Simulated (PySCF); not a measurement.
Si(Cl)2(Me)(NH2) (CH₅Cl₂NSi), SMILES Cl[Si](Cl)(N)C.

Geometry: PBE0-D3(BJ)/def2-SVP. Other conformers were not sampled.

Two levels are set side by side: TDA-PBE/def2-SVPD (PySCF) and TDA-LC-ωPBE/def2-SVPD (PySCF). Vertical, same geometry. The lowest singlet is HOMO→LUMO 98 % with PBE and HOMO→LUMO 67 %, HOMO→LUMO+1 11 % with the other functional; states are paired by order. Differences are taken from unrounded values.

```
quantity                               TDA-LC-ωPBE
-------------------------------------  -----------
lowest singlet excitation (eV)                7.66
lowest triplet excitation (TDA) (eV)          7.16
first bright state (f over 0.05) (eV)         8.70
its oscillator strength                       0.06
```

Q: What does TDA-PBE give, and how far is it from TDA-LC-ωPBE? (Estimate from the structure and the level; the computed values follow.)

A: 
| quantity | TDA-PBE | TDA-PBE minus TDA-LC-ωPBE |
|---|---|---|
| lowest singlet excitation (eV) | 6.13 | -1.53 |
| lowest triplet excitation (TDA) (eV) | 5.88 | -1.29 |
| first bright state (f over 0.05) (eV) | 7.12 | -1.58 |
| its oscillator strength | 0.07 | 0.01 |

A lower first singlet is the usual sign of a functional without exact exchange. Differences between two approximate levels are no errors against the true value.

Rough cost on one machine, each run with all the roots and properties that it gave: TDA-LC-ωPBE against TDA-PBE about 3 times.
